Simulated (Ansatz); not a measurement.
Consider the isomerisation: `FC1=C(S)[SiH2]1` → `F[SiH]1CC1=S`.

Gas-phase electronic energies from Ansatz, PBE0-D4/def2-TZVP geometries. CBS: MP2 limit from def2 TZ/QZ plus the TZ coupled-cluster correction, frozen cores. Functionals use def2-TZVPP. Each species was taken in one conformer, which may not be the lowest.

```csv
species,LC-ωPBE energy (Eh)
`FC1=C(S)[SiH2]1`,-865.23791
`F[SiH]1CC1=S`,-865.29861
```

Task: Work out ΔE.

Result: ΔE = (-865.29861) − (-865.23791) = -0.06070 Eh = -1.65 eV. CCSD(T)/CBS gives -1.89 eV.

Largest T1 diagnostic among the species: 0.016.

In def2-TZVPP, CCSD(T) changes the Hartree–Fock value by −0.13 eV (the triples alone add −0.02 eV) and MP2 by −0.19 eV. At CCSD(T), def2-SVP lies +0.27 eV from the extrapolated value and def2-TZVPP +0.04 eV.
